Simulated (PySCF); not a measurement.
Species: C6H8F3 (charge +1).
SMILES: `C[C+](C)/C=C\C(F)(F)F`

The geometry is computed with GFN2-xTB (gas phase).

Take the most abundant isotopes and a rigid rotor. 

**Question.** What are A, B and C (cm⁻¹)?

**Answer.** Ia = 157.88, Ib = 495.13, Ic = 539.34 u·Å²; 505379 MHz·u·Å²/I gives 3201, 1021 and 937.0 MHz, that is A = 0.10677, B = 0.03405, C = 0.03126 cm⁻¹.

**Question.** What kind of rotor is it?

**Answer.** A near-prolate asymmetric top; Ray's κ = -0.926.

**Question.** Is it planar, by Δ = Ic − Ia − Ib?

**Answer.** Not planar: Δ = Ic − Ia − Ib = -113.67 u·Å². For a rigid frame Δ = −2 Σ m c², so Σ m c² = 56.84 u·Å² lies off the ab plane: 5.60 from hydrogen and 51.23 from heavier atoms. The atom farthest from that plane is 1.20 Å away.

**Question.** Give the other two planar moments, Paa and Pbb, and the rms extents of the mass along the axes.

**Answer.** Paa = Σ m a² = (Ib + Ic − Ia)/2 = 438.29 and Pbb = Σ m b² = (Ia + Ic − Ib)/2 = 101.05 u·Å². With the mass M = 137.06 u, the rms extents √(P/M) along a, b and c are 1.79, 0.86, 0.64 Å.

**Question.** Give the coordinates in the principal-axis frame, origin at the centre of mass.

**Answer.** The sense of each axis is arbitrary; atoms in the order of the calculation.
| atom | mass (u) | a (Å) | b (Å) | c (Å) |
| --- | --- | --- | --- | --- |
| C1 | 12.000 | -3.158 | -0.402 | -0.474 |
| C2 | 12.000 | -1.884 | -0.014 | 0.103 |
| C3 | 12.000 | -1.585 | 1.384 | 0.301 |
| C4 | 12.000 | -1.006 | -1.073 | 0.521 |
| C5 | 12.000 | 0.333 | -1.129 | 0.523 |
| C6 | 12.000 | 1.265 | -0.074 | -0.036 |
| F7 | 18.998 | 2.473 | -0.556 | -0.248 |
| F8 | 18.998 | 1.367 | 0.965 | 0.807 |
| F9 | 18.998 | 0.805 | 0.427 | -1.197 |
| H10 | 1.008 | -3.131 | -1.375 | -0.964 |
| H11 | 1.008 | -3.880 | -0.502 | 0.350 |
| H12 | 1.008 | -3.570 | 0.367 | -1.128 |
| H13 | 1.008 | -1.043 | 1.739 | -0.590 |
| H14 | 1.008 | -0.920 | 1.583 | 1.142 |
| H15 | 1.008 | -2.486 | 1.998 | 0.346 |
| H16 | 1.008 | -1.522 | -1.980 | 0.829 |
| H17 | 1.008 | 0.851 | -2.011 | 0.880 |

**Question.** List the rotational levels J(Ka,Kc) to J = 2 (MHz).

**Answer.** Above 0(0,0):
J = 1: 1(0,1) 1958, 1(1,1) 4138, 1(1,0) 4222
J = 2: 2(0,2) 5871, 2(1,2) 7970, 2(1,1) 8221, 2(2,1) 14762, 2(2,0) 14764
Those of J = 1 are B + C, A + C and A + B.

No frequency check. These are rigid-rotor constants of the computed structure; measured ground-state constants (B0) also hold zero-point vibration.

Shape of the structure used: `[CH3:1][C+:2]([CH3:3])/[CH:4]=[CH:5]\[C:6]([F:7])([F:8])[F:9]`: C1–C2–C4–C5 147°, C4–C5–C6–F7 -162°.
